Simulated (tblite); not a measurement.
Species: C13H11N.
Geometry (GFN2-xTB, Å), atoms numbered from 1 in this order:
```xyz
25
C13H11N angstrom
C     -3.072    1.175    0.065
C     -1.922    0.213    0.033
C     -0.587    0.693    0.004
C     -0.317    2.072   -0.008
C      0.980    2.542   -0.032
C      2.021    1.645   -0.042
C      1.770    0.260   -0.032
C      2.837   -0.652   -0.040
C      2.606   -2.012   -0.034
C      1.309   -2.466   -0.022
C      0.230   -1.560   -0.009
C     -1.090   -2.030    0.013
C     -2.148   -1.147    0.037
N      0.468   -0.201   -0.013
H     -3.077    1.815   -0.818
H     -4.009    0.626    0.093
H     -3.024    1.815    0.946
H     -1.141    2.761    0.001
H      1.172    3.604   -0.040
H      3.047    1.971   -0.060
H      3.837   -0.254   -0.050
H      3.431   -2.707   -0.038
H      1.079   -3.518   -0.020
H     -1.250   -3.095    0.014
H     -3.161   -1.523    0.059
```

The geometry is computed with GFN2-xTB (gas phase).

Masses are those of the commonest isotopes; rigid-rotor values at the optimised geometry. 

(1) What are A, B and C (cm⁻¹)?

(2) What kind of rotor is it?

(3) Is it planar, by Δ = Ic − Ia − Ib?

(4) Give the other two planar moments, Paa and Pbb, and the rms extents of the mass along the axes.

Results:

(1) Ia = 443.71, Ib = 641.52, Ic = 1082.06 u·Å²; 505379 MHz·u·Å²/I gives 1139, 787.8 and 467.1 MHz, that is A = 0.03799, B = 0.02628, C = 0.01558 cm⁻¹.

(2) An asymmetric top. Ray's parameter κ = (2B − A − C)/(A − C) = -0.045; −1 is the prolate and +1 the oblate limit.

(3) Not planar: Δ = Ic − Ia − Ib = -3.16 u·Å². For a rigid frame Δ = −2 Σ m c², so Σ m c² = 1.58 u·Å² lies off the ab plane: 1.57 from hydrogen and 0.01 from heavier atoms. The atom farthest from that plane is 0.90 Å away.

(4) Paa = Σ m a² = (Ib + Ic − Ia)/2 = 639.94 and Pbb = Σ m b² = (Ia + Ic − Ib)/2 = 442.13 u·Å². With the mass M = 181.09 u, the rms extents √(P/M) along a, b and c are 1.88, 1.56, 0.09 Å.

Its GFN2-xTB frequencies are all real (lowest 77 cm⁻¹). These are rigid-rotor constants of the computed structure; measured ground-state constants (B0) also hold zero-point vibration.
